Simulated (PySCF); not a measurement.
PySCF input for AlH3, SMILES [AlH3+] (connectivity only; charge and spin as stated), charge +1, multiplicity 2, ωB97X-D3(BJ)/def2-TZVPD. 

```python
import numpy as np
from pyscf import gto, scf, dft
from pyscf.geomopt import geometric_solver

mol = gto.M(
    atom='''
    Al    0.00000000   -0.00000000   -0.00000000
    H     1.60333065    0.00000000   -0.00000000
    H    -0.80166532    1.38852507   -0.00000000
    H    -0.80166533   -1.38852507    0.00000000
    ''',
    basis='def2-TZVPD',
    charge=1,
    spin=1,
    max_memory=1600,
    verbose=3,
)
mf = dft.UKS(mol, xc='wb97x-d3bj').density_fit(auxbasis='def2-universal-jkfit')
mf.grids.level = 3
mf.conv_tol = 1e-9
mf.max_cycle = 100
mf.kernel()
fine, coarse = mf.grids, dft.Grids(mol).set(level=1).build(with_non0tab=True)
for _ in range(3):  # follow internal instabilities
    mf.grids = coarse
    mo, _, stable, _ = mf.stability(return_status=True, nroots=4)
    mf.grids = fine
    if stable:
        break
    mf.kernel(mf.make_rdm1(mo, mf.mo_occ))
grad = mf.nuc_grad_method()
grad.grid_response = mol.nao <= 150
conv, mol_eq = geometric_solver.kernel(grad, convergence_set='GAU_TIGHT', maxsteps=100)
print(mol_eq.tostring(format='xyz'))
mf.reset(mol_eq)
mf.kernel()
```

Output:

```

WARN: HOMO -0.344866452469383 >= LUMO -0.344866452469383

converged SCF energy = -243.811376915977  <S^2> = 0.76464971  2S+1 = 2.0145964
<class 'pyscf.df.df_jk.DFUKS'> wavefunction is stable in the internal stability analysis
[banner and settings of the optimiser left out]
Geometry optimization cycle 1
Cartesian coordinates (Angstrom)
 Atom        New coordinates             dX        dY        dZ
  Al   0.000000   0.000000   0.000000    0.000000  0.000000  0.000000
   H   1.603331   0.000000   0.000000    0.000000  0.000000  0.000000
   H  -0.801665   1.388525   0.000000    0.000000  0.000000  0.000000
   H  -0.801665  -1.388525   0.000000    0.000000  0.000000  0.000000

WARN: Mole.unit (angstrom) is changed to Bohr

converged SCF energy = -243.811376916011  <S^2> = 0.7646496  2S+1 = 2.0145963
--------------- DFUKS_Scanner gradients ---------------
         x                y                z
0 Al     0.0597676045    -0.0000683570    -0.0000000000
1 H    -0.0311592011     0.0000197296     0.0000000000
2 H    -0.0143067105    -0.0050959573    -0.0000000000
3 H    -0.0143016939     0.0051445848     0.0000000000
----------------------------------------------
cycle 1: E = -243.811376916  dE = -243.811  norm(grad) = 0.0707441
Step    0 : Gradient = 3.537e-02/5.977e-02 (rms/max) Energy = -243.8113769160
Hessian Eigenvalues: 4.50000e-02 5.00000e-02 5.00000e-02 ... 1.30282e-01 1.60000e-01 1.60000e-01

Geometry optimization cycle 2
Cartesian coordinates (Angstrom)
 Atom        New coordinates             dX        dY        dZ
  Al  -0.102009  -0.042200   0.000000   -0.102009 -0.042200  0.000000
   H   1.589885   0.078017  -0.000000   -0.013446  0.078017 -0.000000
   H  -0.688558   1.441215   0.000000    0.113107  0.052690  0.000000
   H  -0.799318  -1.477032  -0.000000    0.002348 -0.088507 -0.000000
converged SCF energy = -243.825351606076  <S^2> = 0.76434575  2S+1 = 2.0142947
--------------- DFUKS_Scanner gradients ---------------
[...]
  Al  -0.260265  -0.217968   0.000000    0.031482 -0.014552  0.000000
   H   1.319960   0.433402  -0.000000   -0.068484 -0.002405 -0.000000
   H  -0.219320   1.428750  -0.000000    0.010550  0.021669 -0.000000
   H  -0.840375  -1.644183  -0.000000    0.026451 -0.004711 -0.000000
converged SCF energy = -243.842554656976  <S^2> = 0.75938619  2S+1 = 2.0093643
--------------- DFUKS_Scanner gradients ---------------
         x                y                z
0 Al    -0.0033824589     0.0001271495     0.0000000000
1 H     0.0003137341    -0.0023356813    -0.0000000000
2 H     0.0000788599     0.0017019058    -0.0000000000
3 H     0.0029898630     0.0005066258    -0.0000000000
----------------------------------------------
cycle 6: E = -243.842554657  dE = -0.000544516  norm(grad) = 0.00539534
Step    5 : Displace = 4.078e-02/6.627e-02 (rms/max) Trust = 3.000e-01 (+) Grad = 2.698e-03/3.385e-03 (rms/max) E (change) = -243.8425546570 (-5.445e-04) Quality = 1.160
Hessian Eigenvalues: 2.41898e-02 4.50000e-02 5.00000e-02 ... 1.35086e-01 1.68820e-01 3.23843e-01

Geometry optimization cycle 7
Cartesian coordinates (Angstrom)
 Atom        New coordinates             dX        dY        dZ
  Al  -0.250096  -0.226208  -0.000000    0.010168 -0.008240 -0.000000
   H   1.305179   0.450034   0.000000   -0.014781  0.016632  0.000000
   H  -0.205099   1.423888   0.000000    0.014221 -0.004862  0.000000
   H  -0.849983  -1.647713   0.000000   -0.009608 -0.003530  0.000000
converged SCF energy = -243.842745331646  <S^2> = 0.75899024  2S+1 = 2.0089701
--------------- DFUKS_Scanner gradients ---------------
         x                y                z
0 Al    -0.0025335698     0.0012266027    -0.0000000000
1 H    -0.0005058063    -0.0021041673     0.0000000000
2 H     0.0005605592     0.0013666293     0.0000000000
3 H     0.0024788170    -0.0004890635     0.0000000000
----------------------------------------------
cycle 7: E = -243.842745332  dE = -0.000190675  norm(grad) = 0.00460136
Step    6 : Displace = 1.579e-02/2.214e-02 (rms/max) Trust = 3.000e-01 (=) Grad = 2.301e-03/2.815e-03 (rms/max) E (change) = -243.8427453316 (-1.907e-04) Quality = 1.718
Hessian Eigenvalues: 2.11533e-02 4.50000e-02 4.99910e-02 ... 1.26401e-01 1.42599e-01 2.62900e-01

Geometry optimization cycle 8
Cartesian coordinates (Angstrom)
 Atom        New coordinates             dX        dY        dZ
  Al  -0.208376  -0.255751   0.000000    0.041720 -0.029543  0.000000
   H   1.287537   0.505373  -0.000000   -0.017642  0.055339 -0.000000
   H  -0.177177   1.393935  -0.000000    0.027922 -0.029953 -0.000000
   H  -0.901984  -1.643557  -0.000000   -0.052001  0.004156 -0.000000
converged SCF energy = -243.843184658563  <S^2> = 0.75799928  2S+1 = 2.0079833
--------------- DFUKS_Scanner gradients ---------------
         x                y                z
0 Al    -0.0002725360     0.0037854952     0.0000000000
1 H    -0.0012620403    -0.0001041629    -0.0000000000
2 H     0.0015404222    -0.0011014712    -0.0000000000
3 H    -0.0000058458    -0.0025798599    -0.0000000000
----------------------------------------------
cycle 8: E = -243.843184659  dE = -0.000439327  norm(grad) = 0.00512345
Step    7 : Displace = 5.074e-02/6.283e-02 (rms/max) Trust = 3.000e-01 (=) Grad = 2.562e-03/3.795e-03 (rms/max) E (change) = -243.8431846586 (-4.393e-04) Quality = 1.129
Hessian Eigenvalues: 1.75015e-02 4.50000e-02 4.99348e-02 ... 1.26837e-01 1.42262e-01 3.35775e-01

Geometry optimization cycle 9
Cartesian coordinates (Angstrom)
 Atom        New coordinates             dX        dY        dZ
  Al  -0.187065  -0.264776  -0.000000    0.021311 -0.009025 -0.000000
   H   1.295842   0.508973   0.000000    0.008305  0.003600  0.000000
   H  -0.191343   1.387367   0.000000   -0.014166 -0.006568  0.000000
   H  -0.917434  -1.631565   0.000000   -0.015450  0.011992  0.000000
converged SCF energy = -243.843321920625  <S^2> = 0.75820123  2S+1 = 2.0081845
--------------- DFUKS_Scanner gradients ---------------
         x                y                z
0 Al     0.0006516829     0.0038024337    -0.0000000000
1 H    -0.0012024357    -0.0002664175     0.0000000000
2 H     0.0008746116    -0.0017061271     0.0000000000
3 H    -0.0003238566    -0.0018298882     0.0000000000
----------------------------------------------
cycle 9: E = -243.843321921  dE = -0.000137262  norm(grad) = 0.00485069
Step    8 : Displace = 1.758e-02/2.346e-02 (rms/max) Trust = 3.000e-01 (=) Grad = 2.425e-03/3.858e-03 (rms/max) E (change) = -243.8433219206 (-1.373e-04) Quality = 1.523
Hessian Eigenvalues: 1.44630e-02 4.32605e-02 4.50000e-02 ... 1.39172e-01 1.41671e-01 2.12810e-01

Geometry optimization cycle 10
Cartesian coordinates (Angstrom)
 Atom        New coordinates             dX        dY        dZ
  Al  -0.165099  -0.278271   0.000000    0.021966 -0.013495  0.000000
   H   1.310770   0.511566  -0.000000    0.014928  0.002593 -0.000000
   H  -0.211695   1.383677  -0.000000   -0.020352 -0.003691 -0.000000
   H  -0.933976  -1.616972  -0.000000   -0.016542  0.014593 -0.000000
converged SCF energy = -243.843411011749  <S^2> = 0.75864665  2S+1 = 2.008628
--------------- DFUKS_Scanner gradients ---------------
         x                y                z
0 Al    -0.0001895752     0.0006319550     0.0000000001
1 H     0.0001215541     0.0001957849    -0.0000000000
2 H     0.0000912553    -0.0009283969    -0.0000000000
3 H    -0.0000232362     0.0001006546    -0.0000000000
----------------------------------------------
cycle 10: E = -243.843411012  dE = -8.90911e-05  norm(grad) = 0.00117018
Step    9 : Displace = 2.122e-02/2.610e-02 (rms/max) Trust = 3.000e-01 (=) Grad = 5.851e-04/9.329e-04 (rms/max) E (change) = -243.8434110117 (-8.909e-05) Quality = 1.070
Hessian Eigenvalues: 1.27650e-02 4.50000e-02 4.99890e-02 ... 1.25412e-01 1.44840e-01 2.04029e-01

Geometry optimization cycle 11
Cartesian coordinates (Angstrom)
 Atom        New coordinates             dX        dY        dZ
  Al  -0.159877  -0.280769  -0.000000    0.005222 -0.002498 -0.000000
   H   1.308369   0.509977   0.000000   -0.002401 -0.001589  0.000000
   H  -0.215683   1.387591   0.000000   -0.003988  0.003915  0.000000
   H  -0.932808  -1.616799   0.000000    0.001167  0.000173  0.000000
converged SCF energy = -243.84341726904  <S^2> = 0.75870496  2S+1 = 2.0086861
--------------- DFUKS_Scanner gradients ---------------
         x                y                z
0 Al     0.0002530206     0.0003065886    -0.0000000002
1 H    -0.0003180579    -0.0001733610     0.0000000001
2 H     0.0000008143    -0.0002934157     0.0000000001
3 H     0.0000642240     0.0001601900     0.0000000001
----------------------------------------------
cycle 11: E = -243.843417269  dE = -6.25729e-06  norm(grad) = 0.000636482
Step   10 : Displace = 4.096e-03/5.471e-03 (rms/max) Trust = 3.000e-01 (=) Grad = 3.182e-04/3.975e-04 (rms/max) E (change) = -243.8434172690 (-6.257e-06) Quality = 0.920
Hessian Eigenvalues: 1.51369e-02 4.50000e-02 4.98839e-02 ... 8.65733e-02 1.41598e-01 2.10059e-01

Geometry optimization cycle 12
Cartesian coordinates (Angstrom)
 Atom        New coordinates             dX        dY        dZ
  Al  -0.161173  -0.280546   0.000000   -0.001296  0.000223  0.000000
   H   1.310488   0.509734  -0.000000    0.002119 -0.000243 -0.000000
   H  -0.216641   1.389038  -0.000000   -0.000958  0.001447 -0.000000
   H  -0.932674  -1.618226  -0.000000    0.000135 -0.001427 -0.000000
converged SCF energy = -243.843418497213  <S^2> = 0.75878093  2S+1 = 2.0087617
--------------- DFUKS_Scanner gradients ---------------
         x                y                z
0 Al    -0.0000040475     0.0000122454     0.0000000006
1 H     0.0000608281     0.0000009933    -0.0000000001
2 H    -0.0000239761     0.0000208518    -0.0000000001
3 H    -0.0000328047    -0.0000340887    -0.0000000003
----------------------------------------------
cycle 12: E = -243.843418497  dE = -1.22817e-06  norm(grad) = 8.43517e-05
Step   11 : Displace = 1.678e-03/2.204e-03 (rms/max) Trust = 3.000e-01 (=) Grad = 4.218e-05/6.084e-05 (rms/max) E (change) = -243.8434184972 (-1.228e-06) Quality = 0.846
Hessian Eigenvalues: 1.50390e-02 4.50000e-02 4.95077e-02 ... 9.64161e-02 1.48239e-01 2.04659e-01

Geometry optimization cycle 13
Cartesian coordinates (Angstrom)
 Atom        New coordinates             dX        dY        dZ
  Al  -0.161222  -0.280688  -0.000000   -0.000049 -0.000142 -0.000000
   H   1.309701   0.510224   0.000000   -0.000788  0.000490  0.000000
   H  -0.216151   1.388847   0.000000    0.000490 -0.000191  0.000000
   H  -0.932327  -1.618383   0.000000    0.000347 -0.000157  0.000000
converged SCF energy = -243.843418564413  <S^2> = 0.75875894  2S+1 = 2.0087398
--------------- DFUKS_Scanner gradients ---------------
         x                y                z
0 Al    -0.0000075892    -0.0000168819    -0.0000000013
1 H     0.0000015768    -0.0000017473     0.0000000003
2 H     0.0000068912     0.0000070791     0.0000000003
3 H    -0.0000008802     0.0000115495     0.0000000006
----------------------------------------------
cycle 13: E = -243.843418564  dE = -6.71999e-08  norm(grad) = 2.40811e-05
Step   12 : Displace = 5.334e-04/7.706e-04 (rms/max) Trust = 3.000e-01 (=) Grad = 1.204e-05/1.851e-05 (rms/max) E (change) = -243.8434185644 (-6.720e-08) Quality = 1.006
Hessian Eigenvalues: 1.50360e-02 4.44770e-02 4.50000e-02 ... 9.21612e-02 1.61113e-01 2.19172e-01

Geometry optimization cycle 14
Cartesian coordinates (Angstrom)
 Atom        New coordinates             dX        dY        dZ
  Al  -0.161205  -0.280668   0.000000    0.000017  0.000020  0.000000
   H   1.309616   0.510384  -0.000000   -0.000085  0.000160 -0.000000
   H  -0.216358   1.388826  -0.000000   -0.000206 -0.000021 -0.000000
   H  -0.932053  -1.618542  -0.000000    0.000274 -0.000159 -0.000000
converged SCF energy = -243.843418572167  <S^2> = 0.75875765  2S+1 = 2.0087386
--------------- DFUKS_Scanner gradients ---------------
         x                y                z
0 Al    -0.0000019149     0.0000012280     0.0000000036
1 H    -0.0000011598    -0.0000054549    -0.0000000010
2 H     0.0000060046     0.0000008015    -0.0000000009
3 H    -0.0000029309     0.0000034224    -0.0000000017
----------------------------------------------
cycle 14: E = -243.843418572  dE = -7.75478e-09  norm(grad) = 9.658e-06
Step   13 : Displace = 3.682e-05/5.056e-05 (rms/max) Trust = 3.000e-01 (=) Grad = 4.829e-06/6.058e-06 (rms/max) E (change) = -243.8434185722 (-7.755e-09) Quality = 1.818
Hessian Eigenvalues: 1.50360e-02 4.44770e-02 4.50000e-02 ... 9.21612e-02 1.61113e-01 2.19172e-01
Converged! =D

4
XYZ from PySCF
Al         -0.16120463       -0.28066832        0.00000006
H           1.30961558        0.51038357       -0.00000002
H          -0.21635751        1.38882645       -0.00000002
H          -0.93205274       -1.61854171       -0.00000002
converged SCF energy = -243.843418572214  <S^2> = 0.7587583  2S+1 = 2.0087392
```

The calculation finished and met its thresholds.

Cost: roughly 40 core-seconds.
